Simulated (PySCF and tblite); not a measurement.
Values are calculated unless marked as measured or tabulated.
System: C₉H₁₀, numbered as in [CH3:1][C:2]1=[CH:3]/[CH:4]=[CH:5]\[CH:6]=[CH:7]/[CH:8]=[CH:9]\1.

Motion: inversion of the 8-membered ring (2–3–4–5–6–7–8–9). GFN2-xTB gives an electronic barrier of 12.0 kcal/mol.

PBE0/pcSseg-1 + D3(BJ) on GFN2-xTB geometries gives 13.0 kcal/mol and k(298 K) = 142 s⁻¹.

**Question.** What does B97-D/pcSseg-1 + D3(BJ) give on GFN2-xTB geometries?

**Answer.** A barrier of 11.5 kcal/mol, 1.5 below the first DFT barrier (from unrounded values) and, with GFN2-xTB thermal terms, ΔG‡(298 K) = 13.0 kcal/mol and k = 1920 s⁻¹ (1 equivalent path).

Programs: tblite and PySCF.
